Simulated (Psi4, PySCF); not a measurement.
Here is a job for PySCF.
```python
from pyscf import gto, scf, dft

mol = gto.M(
    atom='''
Mg    0.000000    0.000000    0.000000
''',
    basis='6-31g*',
    charge=0,
    spin=0,
    verbose=4,
)

mf = dft.RKS(mol)
mf.xc = 'blyp'
mf.grids.atom_grid = (99, 590)
mf.grids.prune = None
mf.kernel()
```

Write the same job for Psi4.

One answer among several that fit: 
```
memory 2 GB

molecule mol {
0 1
  Mg    0.000000    0.000000    0.000000
}

set basis 6-31g*
set reference rks
set scf_type pk
set puream true
set d_convergence 1e-8
set dft_radial_points 99
set dft_spherical_points 590

energy('blyp')
print_variables()
```

Both were run: PySCF gave -200.063650 Eh and Psi4 -200.063650 Eh, 0.000 mEh apart.
